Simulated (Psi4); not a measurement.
Complex: H2 (SMILES [H][H]) (first 2 atoms) with CH6Si (SMILES C[SiH3]); geometry from B3LYP-D3(BJ)/def2-TZVP, rigid monomers moved along the line of their centres of mass till H1···Si4 is 6.11 Å.
(charge 0, multiplicity 1):
```xyz
10

H     -0.6120     0.3041     0.1378
H      0.0307     0.2685    -0.2356
C      1.0315    -1.3923     5.9334
Si     0.0311     0.1689     6.2163
H      1.9923    -1.3363     6.4483
H      1.2253    -1.5424     4.8702
H      0.4985    -2.2683     6.3074
H     -0.2315     0.3647     7.6632
H     -1.2737     0.0886     5.5149
H      0.7584     1.3577     5.7090
```

These are SAPT0/jun-cc-pV(D+d)Z in Psi4 1.11 values and carry that method's errors.

Task: Which attractive term is largest, and how does the interaction split up?

Result: electrostatics -0.01, exchange 0.00, induction 0.00, dispersion -0.01, total -0.02 kcal/mol; the largest attraction is dispersion.
